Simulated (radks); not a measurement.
Values are calculated unless marked as measured or tabulated.
Question: These are the eigenvalues of the occupied orbitals of an atom or ion with whole-number occupations (hartree). Code: a radial shooting solver on a logarithmic mesh with Libxc functionals. Model: scalar-relativistic Kohn-Sham, PBE, spin-polarised, spherical densities, finite nucleus; Fermi nuclear charge, rms radius of each element as measured or else 0.836 A^(1/3) + 0.57 fm.

orbital  eigenvalue
1s up     -626.0983
1s down   -625.2211
2s up     -137.2906
2s down   -135.7646
2p up     -130.9316

Which element is it, and in what charge state? The configuration may be excited. Open shells, if any, are filled with parallel spins first.

Answer: Z = 37, rubidium, charge +30: Rb30+ in [He] 2s2 2p3. The list shows which subshells hold electrons but not how many an open one holds; the 1s level, -626.1 hartree, gives Z - s = 35.4 by -(Z - s)^2/2, which with screening and relativity narrows Z to a few neighbours, and the depths of the outer levels then fix element, charge and occupations together.
